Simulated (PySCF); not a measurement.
Molecule: SMILES N(C(=C)F)(C)C(C)=O, C₅H₈FNO.

Cartesian coordinates in Å; atom numbers follow the order of the lines, from 1:
```xyz
16

C    -2.0303    0.9833    0.4954
C    -0.8941    0.6150   -0.0767
F    -0.5074    1.2368   -1.2154
N    -0.0588   -0.4193    0.3119
C    -0.6924   -1.5685    0.9359
C     1.3215   -0.4261    0.2130
C     1.9774    0.8435   -0.2583
O     1.9495   -1.4119    0.5244
H    -2.3754    0.5349    1.4051
H    -2.6260    1.7594    0.0544
H    -0.9148   -1.3696    1.9860
H     0.0089   -2.3994    0.8782
H    -1.6113   -1.8169    0.4083
H     1.8745    0.9415   -1.3372
H     1.5358    1.7184    0.2133
H     3.0352    0.7879   -0.0147
```

Frames of a GFN2-xTB Langevin trajectory at 600 K; GIAO PBE0/pcSseg-1 shieldings in PySCF 2.14, gas phase, non-relativistic; equivalent atoms averaged within each frame.

Referencing at the same level of theory: ¹³C (186.93 ppm), ¹H (31.72 ppm) vs TMS; ¹⁹F (170.95 ppm) vs CFCl3; ¹⁵N (267.73 ppm) vs NH3; ¹⁷O (336.08 ppm) vs H2O. The references are static minima.

Question: How do the shifts (ppm) fluctuate along the trajectory?

Answer: 
| time (fs) | C6 | C2 | C1 | C5 | C7 | F3 | N4 | O8 | H9 | H10 |
| --- | --- | --- | --- | --- | --- | --- | --- | --- | --- | --- |
| optimised geometry | 171.0 | 169.7 | 81.9 | 36.0 | 26.3 | -80.0 | 152.3 | 474.1 | 4.01 | 4.54 |
| 250 | 172.8 | 161.1 | 84.3 | 34.2 | 27.4 | -80.0 | 153.5 | 515.2 | 5.24 | 5.20 |
| 425 | 182.7 | 177.5 | 83.1 | 51.5 | 30.2 | -61.3 | 187.3 | 531.3 | 4.57 | 4.88 |
| 625 | 178.4 | 179.3 | 94.2 | 31.5 | 28.1 | -71.5 | 160.9 | 483.0 | 5.57 | 5.40 |
| 800 | 180.4 | 178.9 | 101.7 | 46.6 | 33.6 | -54.8 | 171.2 | 499.7 | 5.07 | 5.91 |
| 1000 | 174.6 | 173.3 | 91.1 | 39.0 | 29.1 | -75.0 | 135.2 | 578.0 | 4.85 | 5.17 |
| mean of frames | 177.8 | 174.0 | 90.9 | 40.6 | 29.7 | -68.5 | 161.6 | 521.5 | 5.06 | 5.31 |
| standard deviation | 4.0 | 7.6 | 7.6 | 8.4 | 2.4 | 10.3 | 19.5 | 36.3 | 0.38 | 0.38 |

5 frames give an uncertainty of the mean of about the standard deviation over 2.2 at best, since frames this close in time may not be independent; classical motion lacks zero-point vibration, and the reference would need the same averaging.
